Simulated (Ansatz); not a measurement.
ZrO, closed-shell singlet (the spin of the measured ground state), most abundant isotopes (89.9047 and 15.9949 u). Constants from fifth-degree fits in 1/R to seven points on the lowest solution found; no spin–orbit coupling, no relativity up to Kr; ω_e x_e and α_e move by some per cent with the fit.

Correlated levels freeze the inner cores; with def2 sets outer-core shells near the valence are correlated too.

Programs: Ansatz (Gaussian basis) for Hartree–Fock, density functionals and correlated methods.  In def2 rows elements past Kr take small-core potentials, without spin–orbit coupling.

Total energies (hartree; each atom in its lowest state at that level) and vibrational constants (cm⁻¹):

```
level               E(ZrO) at r_e       E(Zr)        E(O)   ω_e  ω_e x_e
------------------  -------------  ----------  ----------  ----  -------
B3LYP/def2-TZVPP      -122.297218  -46.919531  -75.096275  1010      3.1
wB97M-V/def2-TZVPP    -122.176392  -46.817625  -75.077171  1041      2.9
CCSD(T)/def2-QZVPP    -122.070257  -46.783540  -74.994067   979      3.4
CCSD(T)/def2-TZVPP    -121.992168  -46.728112  -74.976744   981      3.4
```

Task: Work out D_e and D₀ in eV.

Result: 
D_e = E(Zr) + E(O) − E(molecule), times 27.2114 eV; D₀ = D_e − (ω_e/2 − ω_e x_e/4)/8065.54.
- B3LYP/def2-TZVPP: D_e = 7.658, zero point 0.063, D₀ = 7.595 eV
- wB97M-V/def2-TZVPP: D_e = 7.663, zero point 0.064, D₀ = 7.598 eV
- CCSD(T)/def2-QZVPP: D_e = 7.963, zero point 0.061, D₀ = 7.903 eV
- CCSD(T)/def2-TZVPP: D_e = 7.818, zero point 0.061, D₀ = 7.757 eV
No counterpoise correction is made.

Doubts at one or more of the structures used: a restricted determinant that unrestricted orbitals would lower (CCSD(T)/def2-QZVPP, CCSD(T)/def2-TZVPP).

Ansatz is a program for electronic structure.
